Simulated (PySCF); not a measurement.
[Li3Se]+ (singlet). Computed with PySCF, PBE0, basis Se def2-TZVP, Li def2-TZVP (no relativity, density fitting).

Harmonic bands of its minimum:

| ω (cm⁻¹) | IR (km/mol, summed over degenerate members) | degeneracy |
| --- | --- | --- |
| 45 | 171 | 1 |
| 125 | 150 | 2 |
| 474 | 0.0 | 1 |
| 486 | 400 | 2 |

Task: The central atom is Se. Infer the point group and assign the bands.

Result: D3h. The modes span a2'' + 2e' + a1': 45 a2'', 125 e', 474 a1', 486 e'. The computed geometry has Se–Li 2.283 Å (×3); Li–Se–Li 120.0° (×3).

This need not be the most stable arrangement of these atoms.
